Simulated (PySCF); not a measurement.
Isomers of C3H7FSi. The calculation used PBE0-D3(BJ)/def2-SVP geometry optimisation, gas phase (PySCF 2.14.0). Energies are electronic, without zero-point or thermal terms, for one conformer each. No frequencies were run at this level. Point groups hold within 0.08 Å.

Problem. Rank from lowest to highest electronic energy at this level (kJ/mol).
A. `C[Si@@H]1C[C@H]1F`
B. `[F:1][CH:2]1[CH2:3][SiH2:4][CH2:5]1` with F1–C2–C3–Si4 -147°, C2–C3–Si4–C5 19°, C3–Si4–C5–C2 -19°, F1–C2–C5–Si4 147°
C. `[F:1][SiH:2]1[CH2:3][CH2:4][CH2:5]1` with F1–Si2–C3–C4 138°, Si2–C3–C4–C5 -24°, C3–C4–C5–Si2 24°, F1–Si2–C5–C4 -138°
D. `[SiH3][C@H]1C[C@H]1F`

Solution. C (0.0), B (174.6), D (230.9), A (238.7).

As drawn, the lowest has a four-membered ring and an Si–F bond, which the highest lacks; the highest has a three-membered ring, which the lowest lacks. Neighbours under 10 kJ/mol apart (F[C@@H]1C[C@@H]1[SiH3] and C[Si@@H]1C[C@H]1F) can change places with a better method, another conformer or zero-point energy.

```tsv
SMILES	E (Eh)	E rel (kJ/mol)	dipole (D)	point group	A, B, C (MHz)
F[SiH]1CCC1	-507.30453	0.0	1.71	Cs	7931, 3042, 2544
FC1C[SiH2]C1	-507.23804	174.6	1.43	Cs	8819, 2823, 2346
F[C@@H]1C[C@@H]1[SiH3]	-507.21659	230.9	1.89	C1	6423, 2908, 2321
C[Si@@H]1C[C@H]1F	-507.21363	238.7	2.48	C1	8724, 2312, 2148
```

Problem. How do the relative energies change in single points at PBE/pcSseg-2 (no added dispersion term) on the same geometries?

Solution. 
| SMILES | PBE0-D3(BJ)/def2-SVP (kJ/mol) | PBE/pcSseg-2 (kJ/mol) | shift |
| --- | --- | --- | --- |
| F[SiH]1CCC1 | 0.0 | 0.0 | 0.0 |
| FC1C[SiH2]C1 | 174.6 | 188.9 | +14.3 |
| F[C@@H]1C[C@@H]1[SiH3] | 230.9 | 255.5 | +24.6 |
| C[Si@@H]1C[C@H]1F | 238.7 | 237.2 | -1.5 |

Each column counts from its own lowest isomer. The lowest isomer stays, but the order above it changes; the largest shift is 24.6 kJ/mol.
